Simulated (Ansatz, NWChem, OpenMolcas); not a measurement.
A small benchmark: dipole moment

8 molecules with halogens; the dipole moment in D, computed less measured. Shapes, held fixed at every level: PBE0-D4/def2-TZVP. No vibrational averaging. Dipoles are compared by magnitude; molecules under 1 D, whose direction can flip, are left out. Programs: Ansatz 0.2.0, NWChem 7.3.0, OpenMolcas 26.06. A level may come from different programs for different species; with the same settings they agree closely. Measured values: NIST CCCBDB.

Levels: A = BLYP/aug-cc-pVDZ; B = TPSS/aug-cc-pVDZ; C = B3LYP/6-31G* (Cartesian functions).

```
                     molecule  measured      A      B      C
     CH2Cl2 (dichloromethane)      1.60  +0.01  +0.05  +0.21
 CH2ClF (chlorofluoromethane)      1.82  -0.08  -0.04  +0.03
      CH2F2 (difluoromethane)      1.97  -0.16  -0.14  -0.28
CHBrF2 (bromodifluoromethane)      1.50  -0.18  -0.15  -0.11
        SiH3Cl (chlorosilane)      1.31  -0.01  +0.01  +0.37
 C2H2F2 (vinylidene fluoride)      1.38  -0.26  -0.23  -0.43
     C2H3FO (acetyl fluoride)      2.96  -0.07  -0.08  -0.19
           C2H5F (SMILES CCF)      1.96  -0.11  -0.11  -0.26
```

(1) Which level does best on this set, which worst, and which err to one side?

## Answers

(1) 
```tsv
level	kind	mean error	mean absolute error	worst case
BLYP/aug-cc-pVDZ	GGA	-0.107	0.110	C2H2F2
TPSS/aug-cc-pVDZ	meta-GGA	-0.086	0.101	C2H2F2
B3LYP/6-31G* (Cartesian functions)	global hybrid	-0.083	0.235	C2H2F2
```

On this set TPSS/aug-cc-pVDZ has the smallest mean absolute error and B3LYP/6-31G* (Cartesian functions) the largest. BLYP/aug-cc-pVDZ is too low in 7 of 8; TPSS/aug-cc-pVDZ is too low in 6 of 8. The levels differ in basis as well as in method. The smallest two are near a tie. Relativity is left out for Br. The set is small.
